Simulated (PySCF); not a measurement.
A GIAO shielding run with PySCF 2.14 (density fitting, non-relativistic, gas phase) on SMILES [N+](=CC(=C)C#N)(C)C, [C$_{6}$H$_{9}$N$_{2}$]+:

```
$ OMP_NUM_THREADS=1 python probes_run.py task.json out

{"job": {"kind": "nmr", "xc": "PBE0", "basis": "pcSseg-1"}, "charge": 1, "multiplicity": 1}
C      2.652772     0.563941     0.826681
C      1.537427    -0.077979     0.417738
C      1.648571    -1.466330     0.101567
N      1.794392    -2.574183    -0.138454
C      0.293672     0.645000     0.314537
N     -0.863124     0.214040    -0.049567
C     -2.000278     1.094350    -0.090813
C     -1.133169    -1.148654    -0.440108
H      3.593540     0.043750     0.911374
H      2.647417     1.611328     1.082768
H      0.366631     1.693779     0.585774
H     -2.408409     1.121524    -1.103195
H     -2.781705     0.718000     0.572571
H     -1.738395     2.106251     0.211079
H     -0.906032    -1.840932     0.372369
H     -0.527556    -1.436311    -1.301102
H     -2.182749    -1.255543    -0.703290
```

Hardware: 1 thread of an Intel Xeon Platinum 8488C, shared host. The job also computes population analyses, field gradients.

Problem. How large is the calculation?

Solution. 58 electrons, 181 basis functions and 924 auxiliary functions.

Problem. How long does it take, and how much memory does it need?

Solution. 40 s of wall time, with 14 SCF cycles and 5 response iterations; peak memory 0.87 GiB. Times on a shared host scatter by some tens of per cent.
